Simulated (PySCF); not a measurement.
CH₅ClFNSi, SMILES NC[Si@H](F)Cl. Atoms are numbered in the order given.

```xyz
10

N     -2.4950     0.1603     0.8010
C     -1.4577    -0.5964     0.1092
Si     0.2441     0.1420     0.3436
F      0.1645     1.6845    -0.1631
Cl     1.6845    -0.8167    -0.7737
H     -2.3427     0.1678     1.8077
H     -2.5011     1.1316     0.4955
H     -1.6868    -0.6434    -0.9696
H     -1.4685    -1.6461     0.4493
H      0.6750     0.1831     1.7652
```

Coordinates come from a PBE0-D3(BJ)/def2-SVP optimisation. The structure was generated by enumeration; whether it is a known compound was not checked. The values are those of a single conformer.

Computed with KT2/pcSseg-1 run with PySCF.

GIAO shieldings, no solvent; atoms listed in one row are averaged. δ = σ(ref) − σ: ¹⁵N against NH3 (σ = 266.2 ppm); ¹³C against TMS (σ = 185.1 ppm); ²⁹Si against TMS (σ = 361.9 ppm); ¹⁹F against CFCl3 (σ = 127.1 ppm); ³⁵Cl against HCl (σ = 945.4 ppm); ¹H against TMS (σ = 31.47 ppm), references at their B3LYP-D3(BJ)/def2-TZVP geometries, non-relativistic (without spin–orbit terms, shifts of atoms bonded to Cl or Br come out too high).

Computed chemical shifts:
```
nucleus  atoms  count  δ (ppm)
-------  -----  -----  -------
¹⁵N         N1      1     18.2
¹³C         C2      1     39.0
²⁹Si       Si3      1      8.3
¹⁹F         F4      1   -209.1
³⁵Cl       Cl5      1     79.7
¹H         H10      1     5.55
¹H          H8      1     2.93
¹H          H9      1     2.61
¹H          H7      1     0.52
¹H          H6      1     0.18
```
